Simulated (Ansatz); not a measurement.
Job for Ansatz (a first-principles code): R-wB97X-V/def2-TZVPP on CH5BO (SMILES CBO).

Ansatz 0.2 input:
```yaml
crystal:
  periodic: [false, false, false]
  atoms:
    - {symbol: C, position_ang: [-0.86571499, -0.06948113, -0.01551467]}
    - {symbol: B, position_ang: [0.59744830, 0.47540119, 0.12478988]}
    - {symbol: O, position_ang: [1.70479921, -0.28253773, -0.08276491]}
    - {symbol: H, position_ang: [-1.40658787, 0.06025861, 0.92783048]}
    - {symbol: H, position_ang: [-0.93604433, -1.12227043, -0.30400764]}
    - {symbol: H, position_ang: [-1.41896317, 0.52201027, -0.75246454]}
    - {symbol: H, position_ang: [0.81474488, 1.61149980, 0.42920658]}
    - {symbol: H, position_ang: [1.51031797, -1.19488057, -0.32707517]}
basis:
  gaussian:
    orbitals: def2-TZVPP
hamiltonian:
  xc: {name: wB97X-V}
scf: {lower_state_search: off}
```

What total energy does the run end on?

-141.2537 hartree.

How many basis functions does it have, and what does it roughly cost on one machine?

163 functions; around 6 core-seconds (rough).
